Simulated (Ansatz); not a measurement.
Harmonic frequencies (cm⁻¹) at PBE0-D4/def2-TZVP from Ansatz: 79, 121, 166, 226, 232, 243, 254, 352, 362, 437, 535, 633, 656, 739, 896, 903, 949, 1574, 2259, 3611, 3712.

Each molecule was computed in one conformer, which needn't be the lowest.

(1) Which molecule is it?
A. `N[Si@@H]1S[Si@]1(F)Cl`
B. `[F][Ge]1([F])[CH2][O]1`
C. `O=C[NH][GeH3]`
D. `F[C]1=C[CH2][AlH]1`

Answers

(1) A.
